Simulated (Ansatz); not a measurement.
Mulliken charges of AgH (`[AgH]`) from r2SCAN/def2-TZVPP in Ansatz (PBE0-D4/def2-TZVP geometry).

```
atom  x (Å)  y (Å)  z (Å)  charge (e)
 Ag1  0.000  0.000  0.000       0.141
  H2  0.000  0.000  1.618      -0.141
```

**Question.** By hand: the dipole of these point charges (1 e Å = 4.8032 D).

**Answer.** Σ q r = (0.000, 0.000, -0.228) e Å, of length 0.228 e Å = 1.10 D.

**Question.** How does the dipole of the full density compare? (An estimate is asked.)

**Answer.** Computed: (0.000, 0.000, -0.552) e Å, 2.65 D; the point charges give 0.42 times that, at 0° from its direction.

Point charges leave out the atoms' own dipoles, such as those of lone pairs, and Mulliken's split depends on the basis, so the two needn't agree.
